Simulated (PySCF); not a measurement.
## Co: excitation energy

Co [Ar] 3d7 4s2 (4F) → Co [Ar] 3d7 4s1 4p1 (high-spin determinant), as a difference of total energies. Computed with PySCF 2.14 in ANO-R2, with scalar relativity by spin-free X2C-1e. Correlated levels: valence: [Ar] frozen. The calculations carry no spin-orbit coupling.

| method | excitation energy (eV) |
| --- | --- |
| UHF | 4.976 |
| MP2 (valence) | 5.560 |
| SCS-MP2 (valence) | 5.847 |
| CCSD (valence) | 5.663 |
| CCSD(T) (valence) | 5.701 |

How much does correlation contribute at CCSD(T) (valence)?

5.701 − (4.976) = 0.725 eV, measured against UHF.

A first-order spin-orbit estimate (lowest level to lowest level, LS coupling) adds 0.050 eV.

The basis was made for the ground configuration and has no added diffuse functions, so the excitation energy can come out too high.

The determinant of the upper state mixes LS terms, which raises its energy above the lowest term, most at the Hartree-Fock and MP2 levels.
